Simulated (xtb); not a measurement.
C₂H₉NOSi₂, SMILES [SiH2](C)/N=C\[SiH2]O. All values are semi-empirical tight-binding results from xtb (GFN2-xTB unless named), good for trends rather than for accurate numbers. Geometry optimised at GFN2-xTB. The structure was generated by enumeration; whether it is a known compound was not checked. One conformer was computed; it need not be the lowest.

Optimised geometry:

```xyz
15

C      2.5941     0.8362     0.8327
Si     1.5882     0.1786    -0.6322
N      0.6492    -1.0973     0.0067
C     -0.5468    -1.3665     0.2796
Si    -2.1031    -0.2812     0.0629
O     -1.7493     1.2990     0.0528
H      3.0779     0.0238     1.3650
H      3.3668     1.5156     0.4876
H      1.9710     1.3724     1.5426
H      2.4104    -0.5089    -1.6279
H      0.9312     1.3374    -1.2886
H     -0.7111    -2.3634     0.7053
H     -2.9433    -0.4154     1.2435
H     -2.7357    -0.7027    -1.1886
H     -0.9926     1.6492    -0.4124
```

```json
{
  "orbital_gap": "2.00 eV",
  "dipole_moment": "0.73 D",
  "zero_point_energy": "64.5 kcal/mol",
  "G − E(el) at 298.15 K (modified RRHO)": "42.4 kcal/mol",
  "static polarisability (D4 model)": "95.0 bohr³",
  "solvation energy, GFN2-xTB/ALPB(water)": "-2.1 kcal/mol",
  "solvation energy, GFN2-xTB/ALPB(methanol)": "-5.1 kcal/mol"
}
```

Computed atomic charges and the Wiberg bond orders between heavy atoms:
charges (e) C1 -0.19, Si2 0.46, N3 -0.29, C4 -0.03, Si5 0.49, O6 -0.46, H7 0.03, H8 0.01, H9 0.02, H10 -0.10, H11 -0.13, H12 0.02, H13 -0.07, H14 -0.08, H15 0.31. Bond orders C1–Si2 0.88, Si2–N3 1.16, N3–C4 1.96, C4–Si5 0.83, Si5–O6 1.23.
